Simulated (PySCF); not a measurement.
Species: C3H7NSSi.
SMILES with atom numbers: `[CH2:1]=[N:2]/[CH:3]=[CH:4]\[S:5][SiH3:6]` (hydrogens: H7, H8 on C1; H9 on C3; H10 on C4; H11, H12, H13 on Si6)

Computed with PBE0-D3(BJ)/def2-SVP geometry optimisation, gas phase (PySCF 2.14.0).

Q: What internal coordinates does the optimisation give?

A: 
```
            bond  length (Å)
           C1=N2       1.272
           N2–C3       1.377
           C3=C4       1.350
           C4–S5       1.737
          S5–Si6       2.184
           C1–H7       1.097
           C1–H8       1.104
           C3–H9       1.099
          C4–H10       1.094
         Si6–H11       1.507
Si6–H12, Si6–H13       1.489
```

Bonds in one row agree within 0.01 Å and their mean is given. A selection of angles:
```
      angle  degrees
   N2–C1–H7    119.1
   N2–C1–H8    122.8
   H7–C1–H8    118.1
   C1–N2–C3    122.7
   N2–C3–C4    118.8
   N2–C3–H9    120.2
   C4–C3–H9    121.0
   C3–C4–S5    126.3
  C3–C4–H10    119.9
  S5–C4–H10    113.8
  C4–S5–Si6    105.8
 S5–Si6–H11     94.7
 S5–Si6–H12    116.7
H11–Si6–H12    105.2
H12–Si6–H13    114.6
```

Torsions: C1–N2–C3–C4 180° (antiperiplanar); N2–C3–C4–S5 0° (synperiplanar); C3–C4–S5–Si6 -1° (synperiplanar).

Si6 and N2 aren't drawn bonded (4 bonds apart) but lie 2.56 Å from each other; Cordero's covalent radii sum to 1.82 Å. Si6 (SiH3 silicon) has angles from 94.7° to 116.7°. Of the pairs four or more bonds apart, those above aside, C1···Si6 is among the closest relative to their van der Waals radii: 3.49 Å, 92 % of the sum of Bondi's values. The 6 heavy atoms lie in one plane (0.006 Å rms). The C–N distances run from 1.272 Å (C1=N2, drawn double) to 1.377 Å (N2–C3, drawn single), a spread of 0.105 Å.

Point group: Cs (every atom within 0.08 Å of its image). Stationary, but not proved a minimum. One conformer, not necessarily the lowest.
